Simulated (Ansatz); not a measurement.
H$_{2}$Te, SMILES `[TeH2]`. Total charge 0; spin multiplicity 1. Te takes the def2 core potential. The geometry is a stationary point of PBE0-D4/def2-TZVP.

```xyz
3

Te   -0.337    0.695    0.093
H     0.076   -0.547    1.108
H     0.261   -0.148   -1.201
```

Q: What is the dipole moment at r2SCAN/def2-TZVPP? (An estimate is asked.)

A: The calculation gave: 0.22 D, with components (0.10, -0.20, -0.03) D in this frame, pointing from negative to positive charge.

Q: And with PBE, B3LYP, ωB97M-V? (Estimate.)

A: The calculation gave: PBE 0.17 D, B3LYP 0.13 D, ωB97M-V 0.17 D.

Q: Give the Mulliken charges with r2SCAN, ωB97M-V, B3LYP in def2-TZVPP. (An estimate is asked.)

A: Computed: 
```
atom  r2SCAN  ωB97M-V  B3LYP
 Te1    0.01    -0.01   0.04
  H2    0.00     0.00  -0.02
  H3    0.00     0.00  -0.02
```

B3LYP here is the variant with VWN-RPA as its local correlation; programs differ in this.
